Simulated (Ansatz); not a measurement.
Calculated with Ansatz (gas phase, PBE0-D4/def2-TZVP geometries, no zero-point term in ΔE). CBS: MP2 limit from def2 TZ/QZ plus the TZ coupled-cluster correction, frozen cores. This one scheme is used for every species. DFT in def2-TZVPP. One conformer a species, not always the lowest.

`C=NB[SiH3]` → `BN=C` + `[SiH2]`  (silylene loss)

`C=NB[SiH3]`:

Cartesian coordinates in Å:
```
C 1.635 -1.437 -0.402
N 0.712 -0.633 -0.619
B -0.290 0.241 -0.815
Si -1.202 1.064 0.785
H 1.441 -2.507 -0.294
H 2.671 -1.102 -0.315
H -0.608 0.503 -1.941
H -2.658 0.745 0.778
H -1.074 2.549 0.753
H -0.627 0.577 2.071
```

`BN=C`:

```xyz
7

B     0.383   -0.577   -1.103
N    -0.014    0.021    0.041
C    -0.379    0.571    1.091
H     0.829   -1.686   -1.045
H     0.275    0.023   -2.132
H    -1.405    0.474    1.459
H     0.311    1.173    1.689
```

`[SiH2]`:

```xyz
3

Si   -0.515   -0.485   -0.078
H     0.983   -0.553    0.202
H    -0.469    1.039   -0.124
```

```
          level  ΔE (kcal/mol)
        LC-ωPBE           59.4
CCSD/def2-TZVPP           52.1
```

Q: What does CCSD(T)/CBS give? (Best estimate.)

A: Ansatz gave: +55.0 kcal/mol. The listed levels differ from it by 4.4, -2.9 kcal/mol.

Q: What do rigid-rotor, harmonic-oscillator terms from PBE0-D4/def2-TZVP frequencies (298.15 K, 1 bar) make of the CCSD(T)/CBS value? (Estimate.)

A: Ansatz gave: ΔZPE = -3.2 kcal/mol, ΔH = +52.8 kcal/mol, ΔS = 139 J/(mol·K), ΔG = +42.9 kcal/mol.

Largest T1 diagnostic among the species: 0.017.

At CCSD(T), def2-SVP lies −2.7 kcal/mol from the extrapolated value and def2-TZVPP −1.4 kcal/mol. The D4 term adds +2.6 kcal/mol with B3LYP and +1.4 kcal/mol with PBE0; it sums over pairs of atoms, weighted by their polarisabilities, and B3LYP, whose exchange is more repulsive, gets the larger term. In def2-TZVPP, CCSD(T) changes the Hartree–Fock value by +5.5 kcal/mol (the triples alone add +1.5 kcal/mol) and MP2 by +9.2 kcal/mol.

B3LYP here is the variant with VWN-RPA as its local correlation; programs differ in this.
